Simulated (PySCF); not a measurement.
Simulated absorption spectrum

C₈H₅ClS.
SMILES: `ClC1=C2C=CSC2=CC=C1`

Level of theory: TDDFT wB97X-D/def2-SVPD, vertical, gas phase, core orbitals frozen in the response in PySCF. Geometry: PBE0-D3(BJ)/def2-SVP; no solvent, vibrations or thermal averaging.

Each state is given a Gaussian of 0.25 eV full width at half maximum, with ε(max) = 2.175×10⁸ f / Δν̃ (Δν̃ the width in cm⁻¹). The cross-section is σ = 3.8235×10⁻²¹ ε cm², given in Mb (10⁻¹⁸ cm²). The width is an assumption, not a result. The curve ends short of the highest state used, and states not computed would add to its high-energy end.

```json
{"E (eV)": "4.36", "σ (Mb)": "0.06"}
{"E (eV)": "4.43", "σ (Mb)": "0.49"}
{"E (eV)": "4.49", "σ (Mb)": "2.16"}
{"E (eV)": "4.56", "σ (Mb)": "8.15"}
{"E (eV)": "4.62", "σ (Mb)": "18.06"}
{"E (eV)": "4.68", "σ (Mb)": "29.22"}
{"E (eV)": "4.75", "σ (Mb)": "35.23"}
{"E (eV)": "4.81", "σ (Mb)": "32.30"}
{"E (eV)": "4.87", "σ (Mb)": "28.31"}
{"E (eV)": "4.94", "σ (Mb)": "28.59"}
{"E (eV)": "5.00", "σ (Mb)": "28.96"}
{"E (eV)": "5.06", "σ (Mb)": "23.97"}
{"E (eV)": "5.13", "σ (Mb)": "13.35"}
{"E (eV)": "5.19", "σ (Mb)": "5.77"}
{"E (eV)": "5.26", "σ (Mb)": "1.45"}
{"E (eV)": "5.32", "σ (Mb)": "0.32"}
{"E (eV)": "5.38", "σ (Mb)": "0.14"}
{"E (eV)": "5.45", "σ (Mb)": "0.92"}
{"E (eV)": "5.51", "σ (Mb)": "4.76"}
{"E (eV)": "5.57", "σ (Mb)": "18.05"}
{"E (eV)": "5.64", "σ (Mb)": "57.18"}
{"E (eV)": "5.70", "σ (Mb)": "108.77"}
{"E (eV)": "5.77", "σ (Mb)": "154.11"}
{"E (eV)": "5.83", "σ (Mb)": "148.44"}
```

Task: Locate the maxima and give the states behind the curve.

Result: 261 nm (4.75 eV), ε about 9200, made up of S1 (95%); 249 nm (4.98 eV), ε about 7700, made up of S2 (91%) (hardly more than a shoulder); 214 nm (5.79 eV), ε about 41000, made up of S4 (100%) (ε in L mol⁻¹ cm⁻¹; maxima over ε = 5, shares over 10%). The states used: S1 4.74 eV (f 0.082); S2 5.00 eV (f 0.066); S3 5.64 eV (f 0.0001); S4 5.79 eV (f 0.380); S5 6.12 eV (f 0.224); S6 6.43 eV (f 0.208).

Task: On this curve, what absorbance would a 10⁻⁴ mol/L sample give at 266 nm over a 1 cm path?

Result: 266 nm is 4.661 eV, where ε is about 6800 L mol⁻¹ cm⁻¹, so A = ε c l ≈ 0.68 (Beer–Lambert, with the gas-phase spectrum and the assumed width).

Task: What would ε be at 5.79 eV, the highest of these maxima, with half the width (0.125 eV)?

Result: About 82000 L mol⁻¹ cm⁻¹ against 41200, a factor of about 1.99; a lone state at its own centre would give exactly 2.

Task: Coming from long wavelengths, where does ε first pass 100 L mol⁻¹ cm⁻¹?

Result: At about 280 nm (4.42 eV), 0.32 eV below S1.

The run took 2.5 min (grids of density and orbitals included) on one thread of an Arm Neoverse N1 (shared host), and the process peaked at 1.2 GiB of memory.
